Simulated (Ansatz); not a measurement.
Basis sets compared for In5Sb4Cl3, a halide-capped cluster cut from zinc blende InSb (3 Cl on the cations). The state is a singlet with charge 0. Geometry r2SCAN-D4/def2-SVP. Ansatz on 2 threads of AMD EPYC 7R13 on a shared host and a share (18 GiB) of an NVIDIA H100 80GB HBM3; times are rough, and most runs start from earlier orbitals.

```xyz
12

In    1.1750    0.5853   -2.0404
In   -0.4921    2.3615    0.3049
In   -1.7218   -1.1865   -0.3164
In    1.4922   -2.2908   -0.2025
In   -0.5366   -0.1033    2.6854
Sb   -1.6218    1.0723   -1.9586
Sb    3.4443   -0.7253   -1.2799
Sb    0.5553    2.3884    2.8255
Sb   -0.5519   -2.7747    1.7138
Cl    1.4724    3.1254   -1.3284
Cl   -0.2591   -2.6846   -2.1223
Cl   -2.9559    0.2325    1.7190
```

In the def2 sets In, Sb take a core potential; there is no spin–orbit coupling. Single mean-field runs in def2-TZVP are fitted with def2-universal-jkfit.

Binding counts from free atoms (In doublet, Sb quartet, Cl doublet) in the same basis, without a counterpoise term.

| level | functions | energy (Eh) | HOMO (eV) | LUMO (eV) | binding per atom (eV) | wall time |
| --- | --- | --- | --- | --- | --- | --- |
| PBE-D4/def2-SVP | 288 | -3291.8205 | -4.66 | -4.17 | 2.41 | 5.5 s |
| PBE0-D4/def2-SVP | 288 | -3291.9548 | -5.35 | -3.77 | 2.31 | 8 s |

Estimate the rows for PBE-D4/def2-TZVP (with forces), PBE0-D4/def2-TZVP.


| level | functions | energy (Eh) | HOMO (eV) | LUMO (eV) | binding per atom (eV) | wall time |
| --- | --- | --- | --- | --- | --- | --- |
| PBE-D4/def2-TZVP (with forces) | 561 | -3292.3503 | -4.72 | -4.23 | 2.40 | 9 s |
| PBE0-D4/def2-TZVP | 561 | -3292.4724 | -5.40 | -3.79 | 2.31 | 11 s |
